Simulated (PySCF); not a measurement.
Identify the unknown among the candidates.

All candidates are C6H6P2.

* UV, strongest line: among the 8 lowest singlet transitions: S5 at 4.97 eV (249 nm, f = 0.520) [TDDFT CAM-B3LYP/def2-SVPD]
* NMR, other nuclei: isotropic shieldings of nuclei other than C and H, by class: 57 (1 P), 66 (1 P) ppm [GIAO PBE0/pcSseg-1]
* Triplet: lowest triplet excitation (Tamm–Dancoff): 2.35 eV [TDA CAM-B3LYP/def2-SVPD]
* Rotational structure: rotational constants A, B, C: 2.351, 1.248, 0.816 GHz [GFN2-xTB]
* UV, first state: lowest singlet excitation: 3.97 eV (312 nm, f = 0.022) [TDDFT CAM-B3LYP/def2-SVPD]
* 13C NMR: chemical shifts (computed TMS as zero) by class: 176.6 (1 C), 168.6 (1 C), 164.5 (1 C), 159.4 (1 C), 146.9 (1 C), 119.3 (1 C) ppm [GIAO PBE0/pcSseg-1]
* Polarisability: 124.8 au [CAM-B3LYP/def2-SVPD]
* Dipole: 0.15 D [CAM-B3LYP/def2-SVPD]
* 1H NMR: chemical shifts (computed TMS as zero) by class: 10.24 (1 H), 9.76 (1 H), 9.51 (1 H), 7.43 (1 H), 6.54 (1 H), 5.80 (1 H) ppm [GIAO PBE0/pcSseg-1]

Gas-phase values; electronic properties from PySCF, density fitting. Levels stand in brackets. One conformer (not necessarily the lowest) at the GFN2-xTB geometry, without solvent, vibrations or thermal averaging. Each NMR value is the plain mean over a class of atoms that symmetry, rotation or inversion makes alike.

Question: Which candidate is it?
A. `C#CC/P=P/CC#C`
B. `[H]/P=P\c1ccccc1`
C. `C=Cc1cpccp1`

Answer: C. It is `C=Cc1cpccp1`. Numbering: `[CH2:1]=[CH:2][c:3]1[cH:4][p:5][cH:6][cH:7][p:8]1`. 6 carbons fall into 6 classes; from least to most shielded: substituted aromatic carbon [C3] (176.6 ppm), aromatic CH carbon [C7] (168.6 ppm), aromatic CH carbon [C6] (164.5 ppm), aromatic CH carbon [C4] (159.4 ppm), alkene CH carbon [C2] (146.9 ppm), terminal =CH2 carbon [C1] (119.3 ppm). Hydrogen classes from least to most shielded: 1 H on an aromatic CH carbon, C4 (10.24 ppm), 1 H on an aromatic CH carbon, C7 (9.76 ppm), 1 H on an aromatic CH carbon, C6 (9.51 ppm), 1 H on an alkene CH carbon, C2 (7.43 ppm), 1 H on a terminal =CH2 carbon, C1 (6.54 ppm), 1 H on a terminal =CH2 carbon, C1 (5.80 ppm). The other shieldings belong to: 57 ppm, phosphorus bonded to 2 C [P8]; 66 ppm, phosphorus bonded to 2 C [P5]. By its constants the optimised geometry is an asymmetric top.

The others, at the same levels:
- `C#CC/P=P/CC#C` fails: it has 3 carbon classes against 6; its computed 13C shifts are 86.0 (2 C), 85.8 (2 C), 27.3 (2 C) ppm, 1H shifts are 3.76 (4 H), 2.36 (2 H) ppm and lowest singlet excitation is 3.37 eV (368 nm, f = 0.000) (against 3.97 eV).
- `[H]/P=P\c1ccccc1` fails: it has 4 carbon classes against 6; its computed 13C shifts are 167.2 (1 C), 135.2 (1 C), 133.7 (2 C), 133.7 (2 C) ppm, 1H shifts are 10.40 (1 H), 7.74 (2 H), 7.71 (2 H), 7.66 (1 H) ppm and lowest singlet excitation is 3.31 eV (375 nm, f = 0.027) (against 3.97 eV).

Each candidate is one conformer, not necessarily the lowest. The conformers computed, where there is a choice (atom-mapped SMILES and torsion angles):
- `[CH2:1]=[CH:2][c:3]1[cH:4][p:5][cH:6][cH:7][p:8]1`: C1–C2–C3–C4 10°
- `[CH:1]#[C:2][CH2:3]/[P:4]=[P:5]/[CH2:6][C:7]#[CH:8]`: C2–C3–P4–P5 -13°, P4–P5–C6–C7 -11°
- `[H]/[P:1]=[P:2]\[c:3]1[cH:4][cH:5][cH:6][cH:7][cH:8]1`: P1–P2–C3–C4 55°
